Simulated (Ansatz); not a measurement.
(CdSe)2 ring (Cd₂Se₂). The state is a singlet with charge 0. Geometry r2SCAN-D4/def2-SVP.

```csv
atom,x (Å),y (Å),z (Å)
Cd1,-0.374,0.899,1.003
Se2,0.002,1.600,-1.433
Cd3,0.373,-0.899,-1.003
Se4,-0.002,-1.600,1.433
```

In the def2 sets Cd takes a core potential, while STO-3G treats all electrons; there is no spin–orbit coupling.

**Question.** Estimate the orbital energies around the gap (eV) in Ansatz with HF/STO-3G, PBE-D4/def2-SVP, PBE-D4/def2-TZVP, r2SCAN-D4/def2-TZVP, B97M-V/def2-TZVP.

**Answer.** 
| orbital | HF/STO-3G | PBE-D4/def2-SVP | PBE-D4/def2-TZVP | r2SCAN-D4/def2-TZVP | B97M-V/def2-TZVP |
| --- | --- | --- | --- | --- | --- |
| HOMO−9 | -11.33 | -13.12 | -13.08 | -13.61 | -13.68 |
| HOMO−8 | -11.29 | -13.10 | -13.07 | -13.60 | -13.65 |
| HOMO−7 | -11.21 | -13.01 | -12.97 | -13.51 | -13.59 |
| HOMO−6 | -11.09 | -12.99 | -12.97 | -13.47 | -13.53 |
| HOMO−5 | -7.52 | -8.55 | -8.60 | -8.78 | -8.61 |
| HOMO−4 | -6.21 | -7.42 | -7.45 | -7.64 | -7.51 |
| HOMO−3 | -5.49 | -6.37 | -6.42 | -6.64 | -6.52 |
| HOMO−2 | -5.31 | -5.80 | -5.86 | -6.05 | -6.05 |
| HOMO−1 | -4.62 | -5.74 | -5.83 | -6.04 | -5.99 |
| HOMO | -4.46 | -5.13 | -5.25 | -5.46 | -5.48 |
| LUMO | 4.53 | -3.98 | -4.03 | -3.91 | -4.04 |
| LUMO+1 | 5.45 | -3.31 | -3.38 | -3.26 | -3.30 |
| LUMO+2 | 8.03 | -1.13 | -1.26 | -1.01 | -1.25 |
| LUMO+3 | 9.25 | -0.86 | -0.89 | -0.62 | -0.90 |
| LUMO+4 | 11.14 | -0.12 | -0.29 | 0.09 | -0.02 |
| LUMO+5 | 13.65 | 0.26 | 0.20 | 0.65 | 0.36 |
